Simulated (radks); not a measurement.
The numbers below are computed, except where a source is named.
Numerical settings for the titanium ion Ti2+, [Ar] 3d2. Level of theory: scalar-relativistic Kohn-Sham, PBE, spin-unpolarised, spherical densities, point nucleus (a radial shooting solver on a logarithmic mesh with Libxc functionals). The defaults (mesh step 0.008 in ln r, mesh end at 40 bohr or more with all orbitals vanishing there, Anderson mixing 0.5 over 9 steps, residual threshold near 1e-9 with the energy settled to 1e-9 hartree or 1e-11 of itself, here a cap of 91 iterations) give E = -852.7957 hartree and 3d at -19.680 eV in 14 iterations. Run on one thread of a shared host, so times are rough (Arm Neoverse V1): 0.08 s of CPU time, 0.08 s wall, 14 iterations on 2476 mesh points. Changes against that run (0 stands for a change within the tolerance of the run):

setting                    iterations  converged  E (mhartree)  e(3d) (meV)  CPU (s)
mesh step in ln r 0.08              4         no      diverged            -     0.01
mesh step in ln r 0.12              2         no      diverged            -     0.01
mesh step in ln r 0.2               4         no      diverged            -     0.01
mesh end (bohr) 20                 14        yes             0            0     0.07
mesh end (bohr) 400                14        yes             0            0     0.08
residual threshold 0.1             10        yes             0      -0.0836     0.06
residual threshold 1e-13           21        yes             0            0     0.09
mixing 1                           11        yes             0            0     0.06
linear mixing, mixing 0.2          88        yes             0            0     0.34
linear mixing, mixing 0.5          30        yes             0            0     0.13
mixing history 3                   17        yes             0            0     0.09
iteration cap 5                     5         no      +0.00406           +2     0.03

No run marked as converged misses the energy by more than 1 mhartree. A mesh that ends early acts as a hard wall.
